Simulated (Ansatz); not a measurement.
```xyz
7

F     0.147    0.213    2.056
Si    0.274    0.615    0.537
F     1.792    0.952    0.262
F    -0.556    1.942    0.327
B    -0.371   -0.833   -0.698
Cl   -0.987   -2.326   -0.073
Cl   -0.300   -0.562   -2.410
```

Charge 0, multiplicity 1.

**Question.** List the PBE/def2-TZVPP orbital energies in eV (Ansatz 0.2.0). (An estimate is asked.)

**Answer.** Ansatz gave: Occupied: -2740.10, -2740.09, -1782.14, -660.54, -660.54, -660.51, -250.68, -250.67, -191.36, -191.35, -191.25, -191.24, -191.16, -191.16, -180.10, -139.64, -96.42, -96.42, -96.32, -30.80, -30.08, -30.07, -22.29, -21.40, -14.69, -13.30, -12.58, -12.57, -12.00, -11.34, -11.18, -11.17, -10.62, -10.49, -10.19, -10.09, -9.97, -8.82, -8.35, -7.75. Lowest empty: -3.70, -0.34, 0.09, 0.36, 1.20, 1.32, 2.22, 2.71.
